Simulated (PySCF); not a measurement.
# Continuum solvent and chemical shifts

Structure with atom numbers: `[BH3-:1][N+:2]([CH3:3])([CH3:4])[CH2:5]/[CH:6]=[N:7]/[CH3:8]` (H(Xn): hydrogen on atom n).

GIAO PBE0/pcSseg-1 in PySCF 2.14.0 with density-fitted response routines on one PBE0-D3(BJ)/def2-SVP conformer, non-relativistic, equivalent nuclei averaged. Solvents enter as an IEF-PCM continuum (chloroform with ε = 4.7) around the gas-phase geometry. Shifts are referred to BF3·OEt2, TMS computed in the same medium.

Gas phase, δ in ppm: B1 -13.7, C6 167.5, C5 70.5, C3/C4 53.3, C8 50.9, H(C6) 8.21, H(C8) 3.54, H(C5) 2.99, H(C3)/H(C4) 2.37, H(B1) 2.15. Dipole moment 3.68 D.

(1) How does each δ change in the continuum?

(2) Which nuclei move most (in ppm), and what does the model miss?

Answers

(1) 
```
      atoms                              environment  Δδ, chloroform
         B1                   boron bonded to N, 3 H            -0.6
         C6                               C=N carbon            +1.9
         C5                      sp3 CH2 bonded to N            +0.3
      C3/C4                methyl carbon bonded to N            +0.2
         C8                methyl carbon bonded to N            +0.5
      H(C6)                 hydrogen on a C=N carbon           -0.02
      H(C8)  hydrogen on a methyl carbon bonded to N           +0.04
      H(C5)       hydrogen on an sp3 CH2 bonded to N           +0.13
H(C3)/H(C4)  hydrogen on a methyl carbon bonded to N           +0.09
      H(B1)          hydrogen on a boron bonded to N           -0.27
```

Changes are relative to the gas phase. The dipole moment becomes 4.32 D in chloroform.

(2) C6 (C=N carbon, +1.9 ppm) in chloroform. A continuum only polarises the solute; specific hydrogen bonds, the anisotropy of aromatic solvents and changes of geometry or conformer are outside it.
